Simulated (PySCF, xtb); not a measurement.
B(CF3)(H)(OH) (CH₂BF₃O), SMILES OBC(F)(F)F. The values are those of a single conformer.

Harmonic wavenumbers (cm⁻¹) from GFN2-xTB run with xtb at its own minimum, in rising order: 55, 175, 232, 363, 451, 466, 577, 694, 718, 858, 938, 1017, 1030, 1057, 1154, 1409, 2698, 3512.

What does PBE-D3(BJ)/def2-SVP run with PySCF 2.14.0 give at its own minimum? (Estimate from the structure and the level; the computed values follow.)

67, 204, 263, 376, 494, 504, 609, 747, 762, 862, 971, 1093, 1113, 1146, 1259, 1438, 2609, 3638. Paired by order, the mean absolute difference is 52 cm⁻¹ and the zero-point energies are 24.9 and 26.0 kcal/mol.
